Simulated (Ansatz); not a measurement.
Input file for Ansatz (a first-principles code): R-B97M-V/def2-TZVPPD on HCl (SMILES Cl) with ghost functions. Files ending in .json are basis or fitting sets from the Basis Set Exchange.

Ansatz 0.2 input:
```yaml
crystal:
  periodic: [false, false, false]
  atoms:
    - {symbol: Cl, position_ang: [0.08214544, 0.38190214, 3.31640993]}
    - {symbol: H, position_ang: [0.15798443, 0.50222948, 2.01990721]}
basis:
  gaussian:
    orbitals: def2-TZVPPD.json
    ghost_atoms:
      - {symbol: O, position_ang: [0.21157495, 0.56181731, 0.17730787]}
      - {symbol: H, position_ang: [0.72367650, -0.15697846, -0.20989852]}
      - {symbol: H, position_ang: [-0.66149254, 0.51654990, -0.22834170]}
hamiltonian:
  xc: {name: B97M-V}
scf: {lower_state_search: off}
```

Problem. What total energy does the run end on?

Solution. -460.6988 hartree.
